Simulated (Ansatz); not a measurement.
```yaml
crystal:
  periodic: [false, false, false]
  atoms:
    - {symbol: Si, position_ang: [-1.879464, 1.279757, 0.284768]}
    - {symbol: Si, position_ang: [0.181687, 0.229835, 0.121425]}
    - {symbol: P, position_ang: [1.953899, 1.287065, 1.011675]}
    - {symbol: C, position_ang: [0.202771, -1.611557, -0.149218]}
    - {symbol: C, position_ang: [0.494367, -0.785741, -1.407886]}
    - {symbol: H, position_ang: [-2.877476, 0.445819, -0.438785]}
    - {symbol: H, position_ang: [-2.307216, 1.417296, 1.703304]}
    - {symbol: H, position_ang: [-1.844216, 2.635848, -0.325223]}
    - {symbol: H, position_ang: [2.824073, 0.195208, 0.746890]}
    - {symbol: H, position_ang: [1.689448, 0.866291, 2.343332]}
    - {symbol: H, position_ang: [1.030856, -2.182483, 0.258471]}
    - {symbol: H, position_ang: [-0.734731, -2.158229, -0.132216]}
    - {symbol: H, position_ang: [-0.254297, -0.810397, -2.192768]}
    - {symbol: H, position_ang: [1.507198, -0.837911, -1.795069]}
basis:
  gaussian: {orbitals: def2-mTZVPP, final_grid: {core_spheres: 1, valence_spheres: 1, degree: 3}}
magnetization: {spin_polarized: true, initial_magnetization: 2}
hamiltonian: {xc: {name: wB97M-V}}
output: {forces: true}
```

```sh
$ ansatz run in.yaml --threads 4 --pin off --events-out ev --progress --plain --max-ram 10444MiB
```

It prints (some lines left out):

```
Functional definition: wB97M-V
1547 factors; integrals over basis functions are off by at most 1.3e-3 eV
477 factors; integrals over basis functions are off by at most 5.0e-6 eV
mean field evaluation 1: about -27249.6923 eV, gradient 3.4e1 eV
mean field evaluation 2: about -27247.7472 eV, gradient 3.9e1 eV
mean field evaluation 4: about -27256.3653 eV, gradient 2.7e0 eV
mean field evaluation 8: about -27222.2928 eV, gradient 6.5e1 eV
mean field evaluation 16: about -27228.0432 eV, gradient 3.1e-1 eV
mean field evaluation 32: about -27228.0667 eV, gradient 1.1e-3 eV
mean field -27228.06668783 eV, -1000.6129949312 hartree, gradient 1.7e-6 eV, S^2 2.008488; 6 other end points of the search recorded, 0 dependent functions left out
reference -27228.06706722 eV, -1000.6130088737 hartree; 33, 31 occupied and 131, 133 virtual orbitals, 1547 factors
Total energy: -27228.06706722 eV, -1000.6130088737 hartree
Atom 0 at    -1.879464     1.279757     0.284768 Å, force     2.170813     0.545763     0.171276 eV/Å
Atom 1 at     0.181687     0.229835     0.121425 Å, force    -0.162300    -0.602547    -0.866808 eV/Å
Atom 2 at     1.953899     1.287065     1.011675 Å, force    -0.702636    -1.017906    -1.172893 eV/Å
Atom 3 at     0.202771    -1.611557    -0.149218 Å, force     5.188865     2.545312   -16.078680 eV/Å
Atom 4 at     0.494367    -0.785741    -1.407886 Å, force    -1.835121   -11.579465    11.822593 eV/Å
Atom 5 at    -2.877476     0.445819    -0.438785 Å, force     0.455924     0.452605     0.411831 eV/Å
Atom 6 at    -2.307216     1.417296     1.703304 Å, force    -0.372430    -0.421629    -1.066056 eV/Å
Atom 7 at    -1.844216     2.635848    -0.325223 Å, force    -0.917587    -1.073494     0.017350 eV/Å
Atom 8 at     2.824073     0.195208     0.746890 Å, force    -0.426299     0.622193     0.533435 eV/Å
Atom 9 at     1.689448     0.866291     2.343332 Å, force     0.072030    -0.336492    -0.224297 eV/Å
Atom 10 at     1.030856    -2.182483     0.258471 Å, force    -1.836229     5.069899    -2.967831 eV/Å
Atom 11 at    -0.734731    -2.158229    -0.132216 Å, force     1.395444     4.919287    -0.230514 eV/Å
Atom 12 at    -0.254297    -0.810397    -2.192768 Å, force     0.559942     0.985848     4.694434 eV/Å
Atom 13 at     1.507198    -0.837911    -1.795069 Å, force    -3.590416    -0.109376     4.956159 eV/Å
Dipole moment:     0.087250    -0.525018    -0.278731 e Å
```

(1) What is wrong with this run?

## Answers

(1) The integration grid is far too coarse. The calculation finished and met its thresholds. The result belongs to that input, not to the molecule as meant.
